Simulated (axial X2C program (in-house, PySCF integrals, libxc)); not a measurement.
# KBr⁺: properties at the nuclei

Computed with an in-house all-electron X2C program for linear molecules (integrals from PySCF): two-component X2C with atomic mean-field Coulomb and Gaunt terms, Gaussian nuclei, basis Br dyall-cv3z, K dyall-cv3z with contracted cores.

R = 3.379 Å (near the PBE0 minimum at charge 1 of the determinant lowest at the starting distance; the state shown can have its own minimum elsewhere).

Determinant lowest in the PBE0 search, Ω = 3/2 (⟨Sz⟩ = 0.50, ⟨Lz⟩ = 1.00 at PBE0), spin on the atoms Br 0.50, K 0.00:

| level | Eeff magnitude (GV/cm) | Ws magnitude Br (kHz) | A∥/gI Br (MHz) | qzz Br (a.u.) | A∥/gI K (MHz) | qzz K (a.u.) |
| --- | --- | --- | --- | --- | --- | --- |
| PBE0 | 0.0744 | 0.0182 | 619 | -4.74 | -0.539 | -0.11 |
| HF | 0.118 | 0.0306 | 605 | -4.85 | -0.68 | -0.12 |
| LDA | 0.0611 | 0.0142 | 663 | -4.70 | -0.822 | -0.10 |
| BHandHLYP | 0.0812 | 0.02 | 633 | -4.82 | -0.638 | -0.11 |
| r2SCAN | 0.0815 | 0.0197 | 655 | -4.86 | -0.843 | -0.12 |

Eeff is the effective electric field on the electron electric dipole moment in this Ω state and Ws the scalar–pseudoscalar constant of the nucleus named (defined with the proton number Z and per Ω); A∥ (defined per Ω) follows by multiplying with gI = μI/(I μN); qzz is the electric field gradient, eQq0 = 234.96 MHz × Q/barn × qzz. The operators were transformed with the bare-nucleus X2C matrices; with these basis sets, hyperfine constants and field gradients can be off by tens of per cent, and where levels differ in sign neither size nor sign is settled.

Task: With gI(79Br) = 1.4043, Q(79Br) = 0.3087 barn, gI(39K) = 0.2610, Q(39K) = 0.0603 barn (g factors from the IAEA table of nuclear moments by Stone; Q from Pyykkö, Mol. Phys. 2018), turn the PBE0 values of the first state into constants in MHz.

Result: A∥(79Br) = 619 × 1.4043 = 869 MHz; eQq0(79Br) = 234.96 × (0.3087) × (-4.74) = -344 MHz; A∥(39K) = -0.539 × 0.2610 = -0.141 MHz; eQq0(39K) = 234.96 × (0.0603) × (-0.11) = -1.56 MHz.

Each state is one determinant with collinear spin. Unrestricted Hartree–Fock can overshoot spin polarisation at the nuclei. States lie within half an eV, so the first need not be the ground state. Further determinants of the search, some of them spin-mixed, are not shown.
